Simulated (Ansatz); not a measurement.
Start from `F[C](F)(F)[SnH3]` and change one atom or group to get `CNCC(F)(F)F`.

Ansatz, PBE0-D4/def2-TZVP geometries, multiplicity 1. Each molecule was computed in one conformer, which needn't be the lowest.

Elements past krypton have def2 core potentials.

```
                                                                                  property  `F[C](F)(F)[SnH3]`
                                                       LUMO energy (B3LYP/def2-TZVPP) / eV               -0.56
                                                       HOMO–LUMO gap (PBE/def2-TZVPP) / eV                6.42
ideal-gas entropy at 298 K and 1 bar (rigid rotor, harmonic PBE0-D4/def2-TZVP) / J/(mol·K)                 344
                                                     LUMO energy (ωB97M-V/def2-TZVPP) / eV                1.11
                                                   HOMO–LUMO gap (ωB97M-V/def2-TZVPP) / eV               12.19
                                                     HOMO–LUMO gap (B3LYP/def2-TZVPP) / eV                8.10
```

**Question.** What does the change do to each property? (An estimate is asked.)

**Answer.** Ansatz gave: 
```
                                                                                  property  `CNCC(F)(F)F`  shift
                                                       LUMO energy (B3LYP/def2-TZVPP) / eV           0.64   1.20
                                                       HOMO–LUMO gap (PBE/def2-TZVPP) / eV           5.73  -0.69
ideal-gas entropy at 298 K and 1 bar (rigid rotor, harmonic PBE0-D4/def2-TZVP) / J/(mol·K)            355     11
                                                     LUMO energy (ωB97M-V/def2-TZVPP) / eV           2.44   1.33
                                                   HOMO–LUMO gap (ωB97M-V/def2-TZVPP) / eV          11.88  -0.31
                                                     HOMO–LUMO gap (B3LYP/def2-TZVPP) / eV           7.47  -0.63
```

With PBE0 the HOMO rises by 1.80 eV and the LUMO rises by 1.28 eV, so the gap narrows by about 0.52 eV. PBE moves the HOMO by 1.87 eV and ωB97M-V by 1.64 eV. The zero-point energy changes by 170.4 kJ/mol with +15 modes.

B3LYP here is the variant with VWN-RPA as its local correlation; programs differ in this.
